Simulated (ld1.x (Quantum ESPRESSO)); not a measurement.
**What one change does to a pseudopotential (tin, TM)**

ld1.x (Quantum ESPRESSO) 7.5 input, shortened:

```
&input
   title='Sn', zed=50., rel=1, dft='PBESOL', iswitch=3,
   config='[Kr] 4d10 5s1.5 5p2.5'
 /
 &inputp
   pseudotype=2, tm=.true., lloc=0,
   nlcc=.false.
 /
3
5P  2  1   2.50   0.00  2.55  2.55  0.0
4D  3  2  10.00   0.00  1.45  1.45  0.0
5S  1  0   1.50   0.00  2.05  2.05  0.0
 &test
   configts(1)='4d10 5s1.5 5p2.5'
 /
```

Change: fully relativistic.

Cutoffs: the cutoffs (Ry, on a coarse ladder) from which the occupation-weighted sum of valence levels, in a spherical-Bessel basis at the reference potential, stays within 10 and 1 mRy of its value at 400 Ry; they do not see the model core or the augmentation charge, which bear on the density cutoff. Errors are all-electron minus pseudo energies relative to the spin-unpolarised reference configuration.

**Question.** What does the change do?

**Answer.** The potential gets neither clearly harder nor softer (90 Ry and 140 Ry → 90 Ry and 140 Ry); the d channel sets the loose cutoff, while the largest relative change is in p, which becomes harder; of the 7 tests that both files solve, the error grows in 1 and shrinks in 5 by more than 15 % and 0.3 meV (median size 2.3 → 1.8 meV); neither file shows a bound ghost.

```tsv
quantity	base	changed
cutoff, loose	90 Ry	90 Ry
cutoff, tight	140 Ry	140 Ry
loose cutoff by channel (10 mRy a level)	p 6 Ry, d 70 Ry, s 10 Ry	p 8 Ry, d 80 Ry, s 10 Ry
bound ghosts	none	none
error for 4d10 5s2 5p2, meV [ΔE -3.47 → -3.46 eV]	+0.4	+0.1
error for 4d10 5s2 5p1, meV [ΔE 3.42 → 3.45 eV]	-2.3	-1.0
error for 4d10 5s2 5p0, meV [ΔE 17.40 → 17.44 eV]	-8.9	-3.9
error for 4d10 5s1 5p2, meV [ΔE 11.11 eV]	-0.2	+1.8
error for 4d9 5s2 5p3, meV [ΔE 20.93 → 20.90 eV]	-320	-315
error for 4d10 5s1 5p0, meV [ΔE 48.41 → 48.45 eV]	-7.2	+3.9
error for 4d10 5s1 5p3, meV [ΔE 3.53 → 3.52 eV]	-0.4	0.0
s: phases at 2.74 bohr within 0.05 rad from the reference energy up to (Ry; the scan ends near 5)	2.2	2.2
```
